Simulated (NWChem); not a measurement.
System: SiH₂SF₂; SMILES S[SiH](F)F

Here is an NWChem input.

```
start job
memory heap 200 mb stack 900 mb global 1100 mb
geometry units angstroms noautosym nocenter noautoz
  Si     0.018476     0.479434     0.304139
  F     -1.340057     1.140546    -0.220458
  F      1.244541     1.278737    -0.347762
  S     -0.032686    -1.545432    -0.353259
  H      0.122632     0.627360     1.767332
  H      1.152878    -1.878362     0.203978
end
basis spherical
  * library def2-svp
end
dft
  xc pbe0
  iterations 150
end
cosmo
  do_cosmo_smd true
  solvent propanol
end
task dft energy
```

Output (shortened):

```
             Northwest Computational Chemistry Package (NWChem) 7.3.0
             --------------------------------------------------------

                             Geometry "geometry" -> ""
                             -------------------------

 Output coordinates in angstroms (scale by  1.889725989 to convert to a.u.)

  No.       Tag          Charge          X              Y              Z
 ---- ---------------- ---------- -------------- -------------- --------------
    1 Si                  14.0000     0.01847600     0.47943400     0.30413900
    2 F                    9.0000    -1.34005700     1.14054600    -0.22045800
    3 F                    9.0000     1.24454100     1.27873700    -0.34776200
    4 S                   16.0000    -0.03268600    -1.54543200    -0.35325900
    5 H                    1.0000     0.12263200     0.62736000     1.76733200
    6 H                    1.0000     1.15287800    -1.87836200     0.20397800

 Effective nuclear repulsion energy (a.u.)     229.1531656323

                                 NWChem DFT Module
                                 -----------------

 Summary of "ao basis" -> "ao basis" (spherical)
 ------------------------------------------------------------------------------
       Tag                 Description            Shells   Functions and Types
 ---------------- ------------------------------  ------  ---------------------
 Si                         def2-svp                 8       18   4s3p1d
 F                          def2-svp                 6       14   3s2p1d
 S                          def2-svp                 8       18   4s3p1d
 H                          def2-svp                 3        5   2s1p

 in cosmo_initialize ...
 calling solv_data for solv:propanol

 solvent parameters
 solvname_short: propanol
 solvname_long:  1-propanol
 dielec:       20.5240
 dielecinf:     1.9182
 nonaqueous SMD model solvent descriptors
 dielec:       20.5240
 sola:          0.3700
 solb:          0.4800
 solc:          0.0000
 solg:         33.5700
 solh:          0.0000
 soln:          1.3850

          ---------------
          -cosmo- solvent
          ---------------
 Cosmo: York-Karplus, doi: 10.1021/jp992097l
 dielectric constant -eps-     =  20.52
 screen = (eps-1)/(eps    )    =   0.95128
 surface charge correction     = lagrangian

   van der Waals surface
 --------------------------

 ---------- ATOMIC COORDINATES (A.U.) ------------ VDWR(ANG.) --
     1    0.03491458    0.90599889    0.57473937     2.470
     2   -2.53234054    2.15531942   -0.41660521     1.730
     3    2.35184147    2.41646254   -0.65717489     1.730
     4   -0.06176758   -2.92044301   -0.66756271     2.490
     5    0.23174088    1.18553850    3.33977321     1.200
     6    2.17862352   -3.54958949    0.38546253     1.200
 number of segments per atom =        128
 number of   points per atom =        128
 atom (   nspa,  nppa )
 ----------------------
    1 (     64,     0 )       0
    2 (     64,     0 )       0
    3 (     67,     0 )       0
    4 (     98,     0 )       0
    5 (     31,     0 )       0
    6 (     20,     0 )       0
 number of -cosmo- surface points =      344
 molecular surface =    121.431 angstrom**2
 molecular volume  =    115.603 angstrom**3
 -lineq- algorithm             =   0
 -bem- low  level              =   3
 -bem- from -octahedral-
 gaussian surface charge width =   4.50000
 degree of switching           =   1.00000
 switching function tolerance  =   0.00010
 atomic radii =
 --------------
    1 14.000  2.470
    2  9.000  1.730
    3  9.000  1.730
    4 16.000  2.490
    5  1.000  1.200
    6  1.000  1.200
 ...... end of -cosmo- initialization ......

 nat:                     6
 ixmem:                  2111
 calling mnsol_interface()
 G(SMD-CDS) energy (kcal/mol)  =    -0.683
 SMD-CDS SASA (angstrom**2)    =   124.913

            General Information
            -------------------
          SCF calculation type: DFT
          Wavefunction type:  closed shell.
          No. of atoms     :     6
          No. of electrons :    50
           Alpha electrons :    25
            Beta electrons :    25
          Charge           :     0
          Spin multiplicity:     1
          Use of symmetry is: off; symmetry adaption is: off
          Maximum number of iterations: 150
          AO basis - number of functions:    74
                     number of shells:    34
          Convergence on energy requested:  1.00D-06
          Convergence on density requested:  1.00D-05
          Convergence on gradient requested:  5.00D-04

              XC Information
              --------------
                         PBE0 Method XC Functional
                     Hartree-Fock (Exact) Exchange  0.250
          PerdewBurkeErnzerhof Exchange Functional  0.750
            Perdew 1991 LDA Correlation Functional  1.000 local
           PerdewBurkeErnz. Correlation Functional  1.000 non-local

             Grid Information
             ----------------
          Grid used for XC integration:  medium
          Radial quadrature: Mura-Knowles
          Angular quadrature: Lebedev.
          Tag              B.-S. Rad. Rad. Pts. Rad. Cut. Ang. Pts.
          ---              ---------- --------- --------- ---------
          Si                  1.10       88           8.0       590
          F                   0.50       49          10.0       434
          S                   1.00       88           9.0       590
          H                   0.35       45           9.0       434
          Grid pruning is: on
          Number of quadrature shells:   364
          Spatial weights used:  Erf1

      Superposition of Atomic Density Guess
      -------------------------------------

 Sum of atomic energies:        -885.66944353

      Non-variational initial energy
      ------------------------------

 Total energy =    -886.449707
 1-e energy   =   -1685.556424
 2-e energy   =     569.953552
 HOMO         =      -0.326293
 LUMO         =       0.087310

   convergence    iter        energy       DeltaE   RMS-Dens  Diis-err
 ---------------- ----- ----------------- --------- --------- ---------
     COSMO gas phase
 d= 0,ls=0.0,diis     1   -887.7991819693 -1.12D+03  1.82D-02  8.02D-01
 d= 0,ls=0.0,diis     2   -887.7609816148  3.82D-02  9.09D-03  1.47D+00
 d= 0,ls=0.0,diis     3   -887.8914665948 -1.30D-01  1.18D-03  1.35D-02
 d= 0,ls=0.0,diis     4   -887.8924226317 -9.56D-04  5.57D-04  1.56D-03
 d= 0,ls=0.0,diis     5   -887.8926331014 -2.10D-04  1.44D-04  8.69D-05
  Resetting Diis
 d= 0,ls=0.0,diis     6   -887.8926467780 -1.37D-05  1.82D-05  1.76D-06
 d= 0,ls=0.0,diis     7   -887.8926470091 -2.31D-07  7.57D-06  2.38D-07

   convergence    iter        energy       DeltaE   RMS-Dens  Diis-err
 ---------------- ----- ----------------- --------- --------- ---------
     COSMO solvation phase
 d= 0,ls=0.0,diis     1   -887.8986531619 -6.01D-03  1.41D-03  2.15D-03
 d= 0,ls=0.0,diis     2   -887.8992330494 -5.80D-04  3.42D-04  9.85D-04
 d= 0,ls=0.0,diis     3   -887.8993406746 -1.08D-04  1.17D-04  1.43D-04
 d= 0,ls=0.0,diis     4   -887.8993519694 -1.13D-05  4.29D-05  2.04D-05
 d= 0,ls=0.0,diis     5   -887.8993539614 -1.99D-06  1.11D-05  4.89D-07
 d= 0,ls=0.0,diis     6   -887.8993540184 -5.71D-08  2.87D-06  3.49D-08

         Total DFT energy =     -887.899354018428
      One electron energy =    -1687.106085254208
           Coulomb energy =      638.071859838215
    Exchange-Corr. energy =      -67.936924647252
 Nuclear repulsion energy =      229.153165632292

             COSMO energy =       -0.081369587475

 Numeric. integr. density =       49.999998907971

                                COSMO-SMD solvation results
                                ---------------------------

             internal energy in gas <Psi(g)|H|Psi(g)> =      -887.892647009114
         internal energy in solvent <Psi(s)|H|Psi(s)> =      -887.891810285078
                               delta internal energy  =         0.000836724036 (    0.53 kcal/mol)
   total free energy in solvent <Psi(s)|H+V/2|Psi(s)> =      -887.898266254336
 polarization energy contribution <Psi(s)|V/2|Psi(s)> =        -0.006455969258 (   -4.05 kcal/mol)
    total free energy in solvent including G(SMD-CDS) =      -887.899354018428
                       G(SMD-CDS) energy contribution =        -0.001087764092 (   -0.68 kcal/mol)
     1 M fixed-concentration free energy of solvation =        -0.006707009315 (   -4.21 kcal/mol)

                       DFT Final Molecular Orbital Analysis
                       ------------------------------------

 Vector   23  Occ=2.000000D+00  E=-4.103589D-01
              MO Center=  6.7D-02, -2.9D-01,  1.9D-01, r^2= 3.7D+00
   Bfn.  Coefficient  Atom+Function         Bfn.  Coefficient  Atom+Function
  ----- ------------  ---------------      ----- ------------  ---------------
    65      0.240485  5 H  s                 50     -0.237515  4 S  s
    38      0.235652  3 F  pz                49     -0.220115  4 S  s
    24      0.217726  2 F  pz                70      0.212779  6 H  s
    57      0.208834  4 S  px                54      0.194500  4 S  px
    59      0.164887  4 S  pz                41     -0.162955  3 F  pz

 Vector   24  Occ=2.000000D+00  E=-3.462745D-01
              MO Center= -6.9D-04, -7.5D-01,  9.7D-02, r^2= 3.3D+00
   Bfn.  Coefficient  Atom+Function         Bfn.  Coefficient  Atom+Function
  ----- ------------  ---------------      ----- ------------  ---------------
    58      0.381709  4 S  py                55      0.295733  4 S  py
    65     -0.243925  5 H  s                 57      0.181229  4 S  px
    66     -0.179985  5 H  s                 52      0.168650  4 S  py
    10     -0.165086  1 Si pz                 9     -0.159060  1 Si py
    59      0.152469  4 S  pz                49     -0.146230  4 S  s

 Vector   25  Occ=2.000000D+00  E=-2.912005D-01
              MO Center=  9.4D-04, -1.4D+00, -2.7D-01, r^2= 1.8D+00
   Bfn.  Coefficient  Atom+Function         Bfn.  Coefficient  Atom+Function
  ----- ------------  ---------------      ----- ------------  ---------------
    59      0.544441  4 S  pz                56      0.379007  4 S  pz
    57     -0.286276  4 S  px                53      0.216808  4 S  pz
    54     -0.199618  4 S  px                58     -0.138076  4 S  py
    51     -0.114103  4 S  px                66     -0.098670  5 H  s
    55     -0.091481  4 S  py                65     -0.085496  5 H  s

 Vector   26  Occ=0.000000D+00  E= 2.521010D-02
              MO Center=  2.8D-01, -7.1D-01,  1.8D-01, r^2= 3.9D+00
   Bfn.  Coefficient  Atom+Function         Bfn.  Coefficient  Atom+Function
  ----- ------------  ---------------      ----- ------------  ---------------
    71      0.806654  6 H  s                 11     -0.652116  1 Si px
    57     -0.392591  4 S  px                50     -0.387454  4 S  s
    58      0.363203  4 S  py                70      0.335218  6 H  s
    21     -0.313269  2 F  s                  3     -0.299815  1 Si s
    12      0.266517  1 Si py                66      0.244288  5 H  s

 Vector   27  Occ=0.000000D+00  E= 4.850135D-02
              MO Center=  7.8D-01, -6.7D-01,  1.9D-01, r^2= 3.8D+00
   Bfn.  Coefficient  Atom+Function         Bfn.  Coefficient  Atom+Function
  ----- ------------  ---------------      ----- ------------  ---------------
     4      0.947537  1 Si s                 50     -0.792654  4 S  s
    71      0.794286  6 H  s                 57     -0.567188  4 S  px
    11      0.460023  1 Si px                66     -0.388890  5 H  s
    35     -0.331146  3 F  s                 58     -0.331386  4 S  py
    12     -0.300013  1 Si py                49     -0.298952  4 S  s

 Vector   28  Occ=0.000000D+00  E= 6.032910D-02
              MO Center= -2.4D-01, -2.3D-01,  4.7D-01, r^2= 3.5D+00
   Bfn.  Coefficient  Atom+Function         Bfn.  Coefficient  Atom+Function
  ----- ------------  ---------------      ----- ------------  ---------------
     4      0.694634  1 Si s                 11     -0.654479  1 Si px
     3      0.618878  1 Si s                 66     -0.621155  5 H  s
    58     -0.569130  4 S  py                12     -0.426449  1 Si py
    57      0.365514  4 S  px                21     -0.330328  2 F  s
    71     -0.276728  6 H  s                  2      0.268544  1 Si s

     Multipole analysis of the density
     ---------------------------------

     L   x y z        total         alpha         beta         nuclear
     -   - - -        -----         -----         ----         -------
     0   0 0 0     -0.000000    -25.000000    -25.000000     50.000000

     1   1 0 0      0.517418      0.115511      0.115511      0.286396
     1   0 1 0     -0.428969     -2.583926     -2.583926      4.738883
     1   0 0 1      0.746615      4.660026      4.660026     -8.573437

     2   2 0 0    -27.731491    -70.052434    -70.052434    112.373377
     2   1 1 0     -2.202242     -0.049521     -0.049521     -2.103199
     2   1 0 1      0.770633      1.315741      1.315741     -1.860850
     2   0 2 0    -27.542519   -141.932659   -141.932659    256.322798
     2   0 1 1      0.035951     -9.332445     -9.332445     18.700841
     2   0 0 2    -26.776529    -27.641469    -27.641469     28.506410
```

Level: PBE0/def2-SVP, SMD on the gas-phase geometry. Coordinates come from a B3LYP/6-31G* (spherical d) optimisation. Solvent: 1-propanol.
